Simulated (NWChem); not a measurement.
Species: InH2S2Cl; SMILES [SH][In]([SH])[Cl]

```xyz
6

In     0.0000     0.0000    -0.0294
Cl     0.0000     0.0000     2.3108
S     -2.1353    -0.0426    -1.1068
H     -1.5953    -0.0294    -2.3467
S      2.1353     0.0426    -1.1068
H      1.5953     0.0294    -2.3467
```
Atoms are numbered in this order, from 1.

Level: PBE0/def2-SVP with def2 effective core potentials on In (NWChem), optimised geometry, unscaled harmonic frequencies. def2 effective core potentials on In; no spin-orbit coupling.

Task: List the harmonic frequencies with IR intensities, and the thermochemistry.

Result: 
```
frequency (cm⁻¹)  IR intensity (km/mol)
----------------  ---------------------
81                                  8.8
90                                  5.5
96                                  9.2
169                                 0.0
220                                33.6
324                                 0.0
377                                42.0
386                                56.7
671                                13.4
699                                 0.3
2712                                3.3
2713                                0.0
```

* **zero-point energy**: 12.2 kcal/mol
* **thermal correction to the enthalpy at 298.15 K (with zero-point energy)**: 17.5 kcal/mol
* **heat capacity Cv**: 21.9 cal/(mol K)
* **entropy at 298.15 K and 1 atm (symmetry number 2)**: 89.2 cal/(mol K)

Rigid rotor and harmonic oscillator; modes under 100 cm⁻¹ make the entropy uncertain.
